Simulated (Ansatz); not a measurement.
Kohn–Sham single points on C4H3F3 (`FC1=C[C@H](F)[C@H]1F`).

```yaml
crystal:
  periodic: [false, false, false]
  atoms:
    - {symbol: F, position_ang: [-0.061633, -0.935100, -2.217988]}
    - {symbol: C, position_ang: [-0.075048, -0.528680, -0.971324]}
    - {symbol: C, position_ang: [-0.284031, -1.132937, 0.194710]}
    - {symbol: C, position_ang: [0.064443, 0.120998, 0.946688]}
    - {symbol: F, position_ang: [-0.920318, 0.608910, 1.773304]}
    - {symbol: C, position_ang: [0.172183, 0.837259, -0.426126]}
    - {symbol: F, position_ang: [1.382409, 1.404669, -0.724937]}
    - {symbol: H, position_ang: [-0.585083, -2.119918, 0.512682]}
    - {symbol: H, position_ang: [1.004836, 0.115161, 1.501824]}
    - {symbol: H, position_ang: [-0.614459, 1.578338, -0.585833]}
basis:
  gaussian: {orbitals: def2-TZVPP}
hamiltonian: {xc: pbe, dispersion: d4}
output: {forces: true, orbitals: {seedname: orbitals}}
```

```sh
$ ansatz run in.yaml --threads 4 --pin off --events-out ev --progress --plain --max-ram 10444MiB
```

Output, abridged:

```
Functional definition: PBE
1365 factors; their error is unknown
mean field evaluation 1: about -12328.8347 eV, gradient 6.4e1 eV
mean field evaluation 2: about -12316.2337 eV, gradient 9.3e1 eV
mean field evaluation 4: about -12337.7425 eV, gradient 8.4e0 eV
mean field evaluation 8: about -12337.8802 eV, gradient 2.1e-1 eV
mean field evaluation 16: about -12337.8407 eV, gradient 9.2e-4 eV
mean field -12337.84066556 eV, -453.4072815707 hartree, gradient 1.3e-5 eV, S^2 0.000000; 0 other end points of the search recorded, 0 dependent functions left out
reference -12337.84069834 eV, -453.4072827751 hartree; 27, 27 occupied and 232, 232 virtual orbitals, 1365 factors
Total energy: -12338.03818372 eV, -453.4145402290 hartree
Atom 0 at    -0.061633    -0.935100    -2.217988 Å, force     0.023636    -0.247678    -0.761915 eV/Å
Atom 1 at    -0.075048    -0.528680    -0.971324 Å, force    -0.003934     0.266940    -0.025284 eV/Å
Atom 2 at    -0.284031    -1.132937     0.194710 Å, force    -0.090590    -0.399109     0.423739 eV/Å
Atom 3 at     0.064443     0.120998     0.946688 Å, force     0.243093    -0.172429    -0.061823 eV/Å
Atom 4 at    -0.920318     0.608910     1.773304 Å, force    -0.522384     0.254010     0.473443 eV/Å
Atom 5 at     0.172183     0.837259    -0.426126 Å, force    -0.274345    -0.005485    -0.036185 eV/Å
Atom 6 at     1.382409     1.404669    -0.724937 Å, force     0.659422     0.342453    -0.188250 eV/Å
Atom 7 at    -0.585083    -2.119918     0.512682 Å, force    -0.070981    -0.214679     0.079635 eV/Å
Atom 8 at     1.004836     0.115161     1.501824 Å, force     0.233187     0.001911     0.116928 eV/Å
Atom 9 at    -0.614459     1.578338    -0.585833 Å, force    -0.197104     0.174066    -0.020288 eV/Å
Dipole moment:    -0.057444    -0.218576     0.044932 e Å
```

Hardware: 4 threads of an Arm Neoverse V2 on a shared host. Wall time 2.3 s, peak host memory 0.33 GiB.

Changing it to `hamiltonian: {xc: {name: B97M-V}}` and no forces (abridged; 7.5 s):

```
Functional definition: B97M-V
mean field evaluation 16: about -12347.9695 eV, gradient 2.4e-4 eV
mean field -12347.96953460 eV, -453.7795106421 hartree, gradient 2.3e-5 eV, S^2 0.000000
Total energy: -12347.96958179 eV, -453.7795123765 hartree
```

The same input with `hamiltonian: {xc: {name: CAM-B3LYP}, dispersion: d4}` and no forces (abridged; 2.9 s):

```
Functional definition: CAM-B3LYP
mean field evaluation 16: about -12346.6656 eV, gradient 7.9e-4 eV
mean field -12346.66561741 eV, -453.7315925692 hartree, gradient 2.7e-5 eV, S^2 0.000000
Total energy: -12346.82867358 eV, -453.7375847730 hartree
```

Changing it to `hamiltonian: {xc: {name: wB97M-V}}` (abridged; 9 s):

```
Functional definition: wB97M-V
mean field evaluation 16: about -12347.2970 eV, gradient 4.1e-4 eV
mean field -12347.29697092 eV, -453.7547943827 hartree, gradient 3.8e-5 eV, S^2 0.000000
Total energy: -12347.29700900 eV, -453.7547957823 hartree
Atom 0 force    -0.002745    -0.090083    -0.299744 eV/Å
Atom 1 force    -0.021036    -0.093861     0.342083 eV/Å
Atom 2 force    -0.060704    -0.148817    -0.125534 eV/Å
Atom 3 force     0.335652     0.001246     0.054732 eV/Å
Atom 4 force    -0.182842     0.085272     0.114380 eV/Å
Atom 5 force    -0.306613     0.160987     0.037668 eV/Å
Atom 6 force     0.222088     0.066642    -0.043374 eV/Å
Atom 7 force     0.032466     0.084717    -0.039017 eV/Å
Atom 8 force    -0.088627     0.009142    -0.063209 eV/Å
Atom 9 force     0.072362    -0.075246     0.022014 eV/Å
Dipole moment:    -0.062458    -0.230280     0.063081 e Å
```

With the line `hamiltonian: {xc: r2scan, dispersion: d4}` (abridged; 4.1 s):

```
Functional definition: r2SCAN
mean field evaluation 16: about -12344.9405 eV, gradient 1.4e-2 eV
mean field -12344.94054510 eV, -453.6681973310 hartree, gradient 2.4e-5 eV, S^2 0.000000
Total energy: -12344.98940626 eV, -453.6699929457 hartree
Atom 0 force     0.025678    -0.112918    -0.357721 eV/Å
Atom 1 force    -0.007931     0.139296     0.105377 eV/Å
Atom 2 force    -0.077044    -0.285511     0.174273 eV/Å
Atom 3 force     0.294695    -0.134147    -0.015201 eV/Å
Atom 4 force    -0.283898     0.130253     0.232166 eV/Å
Atom 5 force    -0.295777     0.060443    -0.059835 eV/Å
Atom 6 force     0.350136     0.163864    -0.101603 eV/Å
Atom 7 force    -0.008915     0.004490     0.006449 eV/Å
Atom 8 force     0.010255     0.012850     0.008017 eV/Å
Atom 9 force    -0.007197     0.021381     0.008079 eV/Å
Dipole moment:    -0.059581    -0.224438     0.052049 e Å
```

Changing it to `hamiltonian: {xc: hse06, dispersion: d4}` and no forces (abridged; 2.6 s):

```
Functional definition: HSE06
mean field evaluation 16: about -12337.5322 eV, gradient 7.6e-5 eV
mean field -12337.53222610 eV, -453.3959466293 hartree, gradient 7.7e-5 eV, S^2 0.000000
Total energy: -12337.68313209 eV, -453.4014923222 hartree
```

HSE06 is the plane-wave form, built on full-range PBE exchange.
